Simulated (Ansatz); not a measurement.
A run for Ansatz (a first-principles code): U-r2SCAN/def2-TZVPP on BeB, 2S+1 = 2, a spin state set in the input, which need not be the lowest, a point of a bond scan (R = 1.908 Å).

Ansatz 0.2 input:
```yaml
crystal:
  periodic: [false, false, false]
  atoms:
    - {symbol: Be, position_ang: [0.00000000, 0.00000000, 0.00000000]}
    - {symbol: B, position_ang: [0.00000000, 0.00000000, 1.90844700]}
basis:
  gaussian:
    orbitals: def2-TZVPP
    pivot_positions_ang: [[0.00000000, 0.00000000, 0.00000000], [0.00000000, 0.00000000, 1.90844700]]
hamiltonian:
  xc: {name: r2SCAN}
magnetization: {spin_polarized: true, initial_magnetization: 1}
output: {forces: true, orbitals: {seedname: ./end}}
```

The head of its log:

```
WARN ansatz: RAYON_NUM_THREADS=1 ignored (pool sized by the plan → 1); use --threads N
Functional definition: r2SCAN
integrals: 0.01 GiB planned
310 factors; their error is unknown
mean field: 0.11 GiB planned
mean field evaluation 1: about -1066.2266 eV, gradient 1.7e1 eV
mean field evaluation 2: about -1048.2168 eV, gradient 3.5e1 eV
```

Question: Predict the final total energy.

Answer: -39.3401 hartree. Its determinant has ⟨S²⟩ = 1.45, a mixture of spin states.
